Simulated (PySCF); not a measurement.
## Two-component Hartree-Fock for Ge(26+) (germanium, charge +26)

Start: [He] 2s2 2p2; 2p1/2 filled at m_j = -1/2, +1/2. Calculated with PySCF 2.14 in an uncontracted even-tempered set (17 s from 8.4 bohr⁻², ratio 2.4; 11 p from 11 bohr⁻², ratio 2.4; 5 d from 39 bohr⁻², ratio 2.6; 4 f from 58 bohr⁻², ratio 2.6): generalised Hartree-Fock with the X2C-1e Hamiltonian and a Gaussian nucleus; one run each with spin-orbit coupling (SO) switched off, then screened by Boettger's factors.

| spinor shell | electrons | ε, spin-free (eV) | ε, screened SO (eV) | weight of nominal j (screened SO) | rms radius, screened SO (bohr) |
| --- | --- | --- | --- | --- | --- |
| 1s1/2 | 2 | -12855.1 | -12851.6 | 1.000 | 0.0538 |
| 2s1/2 | 2 | -2826.8 | -2825.8 | 1.000 | 0.213 |
| 2p1/2 | 2 | -2730.3 | -2740.4 | 1.000 | 0.184 |

| quantity | spin-free | screened SO |
| --- | --- | --- |
| E (hartree) | -1453.43617 | -1454.74249 |
| M_J | 0 | 0 |
| ⟨J²⟩ | 2.000 | 0.000 |
| ⟨L²⟩ | 2.000 | 1.333 |
| ⟨S²⟩ | 2.000 | 1.333 |

Without spin-orbit coupling the j labels of p, d and f shells carry no meaning; the spin-free column gives the mean over the occupied spinors of each nl shell.
